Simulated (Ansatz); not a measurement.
C2H8AlNO. Total charge 0; spin multiplicity 1. The bonds changed during the relaxation, so this is another structure than the one it started from.

Z-matrix (Å, degrees):
```
C
C 1 1.474
H 1 1.094 2 108.4
H 1 1.094 2 107.9 3 113.4
H 1 1.096 2 115.1 3 -123.3
N 2 1.291 1 117.8 3 122.1
Al 2 2.086 1 127.7 3 -57.8
H 6 1.016 2 123.9 1 -1.0
H 6 1.017 2 117.8 1 178.9
O 7 1.734 2 105.2 1 -55.2
H 7 1.604 2 103.6 1 66.4
H 7 1.634 2 94.9 1 -174.3
H 10 0.955 7 120.5 2 -102.5
```

**Question.** What are the harmonic wavenumbers in cm⁻¹ at PBE0-D4/def2-TZVP (Ansatz, finite differences of forces, unscaled)? (An estimate is asked.)

**Answer.** Ansatz gave: 66, 77, 171, 186, 191, 304, 373, 496, 516, 566, 675, 716, 741, 758, 805, 854, 977, 1041, 1056, 1313, 1383, 1441, 1448, 1552, 1676, 1725, 1844, 3023, 3113, 3115, 3443, 3558, 3967.

**Question.** Is this a minimum?

**Answer.** Yes, all 33 modes are real.

**Question.** Give the ideal-gas thermochemistry at 298.15 K and 1 bar (rigid rotor, harmonic oscillator; point group C1, symmetry number 1).

**Answer.** Zero-point energy 258.2 kJ/mol; H(298) − E = 282.4 kJ/mol; entropy 366.4 J/(mol·K), of which translation 164.8, rotation 112.5, vibration 89.0; G(298) − E = 173.1 kJ/mol. Modes under 100 cm⁻¹ are hindered rotations or soft bends, so the harmonic entropy is rough.

**Question.** And at 400, 500, 600, 800 and 1000 K?

**Answer.** 
```
T (K)  H − E (kJ/mol)  S (J/mol/K)  G − E (kJ/mol)
  400           296.6        407.4           133.7
  500           312.9        443.8            91.1
  600           331.2        477.0            45.0
  800           372.0        535.6           -56.4
 1000           417.3        586.0          -168.7
```
